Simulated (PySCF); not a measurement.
`CC=C=CB(Cl)Cl`. Method: PySCF 2.14.0, PBE0-D3(BJ)/def2-SVP geometry optimisation, gas phase.

```
atom  x, y, z in Å
C1    -1.6562   -0.7355    1.2276
C2    -1.0339   -0.7089   -0.1366
C3     0.2103   -0.4131   -0.3992
C4     1.4557   -0.0637   -0.6649
B5     1.8407    1.4032   -0.9238
Cl6    0.6471    2.6891   -0.9108
Cl7    3.5152    1.8220   -1.2478
H8    -2.4858   -0.0128    1.2849
H9    -2.0743   -1.7311    1.4459
H10   -0.9261   -0.4856    2.0088
H11   -1.6752   -0.9508   -0.9954
H12    2.2313   -0.8401   -0.6957
```

Question: Where is the centre of mass (commonest isotopes), and what is the radius of gyration?

Answer: Mass 133.986 u; centre at (1.109, 1.090, -0.614) Å; Rg = √(Σ m r²/M) = 2.347 Å. As Ia + Ib + Ic = 2 Σ m r², the three principal moments sum to 1476.7 u·Å².

Question: What is the longest distance between nuclei?

Answer: Cl7···H9, 7.15 Å; the next longest distance is 6.77 Å.

Question: Work out the bond lengths C2–H11, C3=C4, C4–B5, C4–H12, B5–Cl7 in Å.

Answer: For C2–H11 the difference vector is (-0.6413, -0.2419, -0.8588) Å, of length 1.0988 Å. C2–H11 1.099; C3=C4 1.320; C4–B5 1.539; C4–H12 1.098; B5–Cl7 1.756 Å.

Question: How far apart are these pairs, which share no bond: C1···H11, C4···H11, B5···H8, B5···H10, Cl6···H8?

Answer: C1···H11 2.233 Å (2 bonds apart); C4···H11 3.271 Å (3 bonds apart); B5···H8 5.060 Å (5 bonds apart); B5···H10 4.452 Å (5 bonds apart); Cl6···H8 4.684 Å (6 bonds apart).

Question: Give the dihedral angles H10–C1–C2–H11, H9–C1–C2–H11, H12–C4–B5–Cl6.

Answer: H10–C1–C2–H11 180° (antiperiplanar); H9–C1–C2–H11 59° (synclinal); H12–C4–B5–Cl6 179° (antiperiplanar). Dihedral signs follow IUPAC: positive where, seen along the central bond, the front bond turns clockwise onto the rear one.

Question: What is the repulsion energy of the bare nuclei, Σ ZA·ZB/RAB?

Answer: 355.67 Eh over 66 pairs, with full nuclear charges and distances in bohr; the largest single term is 50.72 Eh (Cl6 with Cl7).

Question: How far are the heavy atoms from their best plane (unweighted least squares)?

Answer: 0.336 Å rms; C1 0.63, C2 0.45, C3 0.26, C4 0.07, B5 0.02, Cl6 0.16, Cl7 0.30 Å (magnitudes).

Question: What are the angles C1–C2–H11, C1–C2–C3, C3–C2–H11, C3–C4–B5, C3–C4–H12, C4–B5–Cl6?

Answer: From the scalar product of the two bond vectors; for C1–C2–H11 it is -0.7661 Å² over 1.4997 × 1.0988 Å², cos θ = -0.4649. C1–C2–H11 117.7°; C1–C2–C3 125.6°; C3–C2–H11 116.7°; C3–C4–B5 121.5°; C3–C4–H12 119.0°; C4–B5–Cl6 121.8°.

Question: Write the matrix of distances between heavy atoms (Å, lower triangle).

Answer: 
```
C1    0.000
C2    1.500  0.000
C3    2.497  1.306  0.000
C4    3.704  2.626  1.320  0.000
B5    4.629  3.653  2.496  1.539  0.000
Cl6   4.648  3.869  3.174  2.880  1.755  0.000
Cl7   6.278  5.323  4.079  2.853  1.756  3.015  0.000
```

No frequency check.

The run took 39 s wall on one thread, Arm Neoverse V2 (aarch64), shared host, and the process peaked at 0.55 GiB of memory. These figures are those of the optimisation.
